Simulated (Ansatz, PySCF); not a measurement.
**Er(NO3)3 in two programs**

Er(NO3)3 (singlet in the valence; each metal's 4f electrons, 11 of them, lie in its core potential, out of spins and levels), relaxed with PySCF 2.14.0, RKS PBE0, Er lcecp-1-SVP with ECP57, O def2-SVP, N def2-SVP; non-relativistic Hamiltonian with scalar-relativistic core potentials where named; density fitting; no spin-orbit coupling:

```xyz
13

Er    0.0000    0.0000    0.0000
O     2.0312   -0.2413    1.0426
O     2.0312    0.2413   -1.0426
N     2.7351    0.0000    0.0000
O     3.9145    0.0000    0.0000
O    -0.8066    1.8797    1.0426
O    -1.2246    1.6384   -1.0426
N    -1.3675    2.3687    0.0000
O    -1.9572    3.3901    0.0000
O    -1.2246   -1.6384    1.0426
O    -0.8066   -1.8797   -1.0426
N    -1.3676   -2.3687    0.0000
O    -1.9573   -3.3901    0.0000
```

There the HOMO–LUMO gap is 6.67 eV. The 4f levels lie in the core potential and are missing.

The same geometry by Ansatz 0.2.0 (PBE, PAW with the 4f shell of lanthanides and the 5f shell of actinides in the valence, a periodic box with 9 Å of vacuum; gaps over both spins; site moments in spheres, but by Gaussian weights under spin-orbit coupling, so that the two can't be compared; unpaired electrons at the start: 3, along z under spin-orbit coupling; the open shells may stand above their lowest state):

```
spin-orbit coupling  U on f (eV)  gap (eV)  spin moment on Er1 (μB)  orbital moment of its f shell (μB)  largest force component (eV/Å)
            without            0      1.11                     2.80                                   –                            1.89
```

Q: What does the run without spin-orbit coupling and with U = 5 eV give?

A: gap (eV): 2.32, spin moment on Er1 (μB): 2.93, largest force component (eV/Å): 1.84. It took 2.3 min on 4 threads of Arm Neoverse V2, on a shared host, peak memory 2 GiB.

Semilocal functionals tend to give orbital moments well under those of Hund's rules.

Without U the plane-wave gap ends on 4f levels, which the Gaussian run lacks; U moves filled and empty 4f levels apart, though the lowest empty ones can remain 4f.

The spin-orbit runs use fully relativistic datasets of their own, so changes of a few hundredths of an eV needn't come from the coupling.

An lcecp potential fixes the number of 4f electrons, so in runs with it no electron can move into or out of that shell.
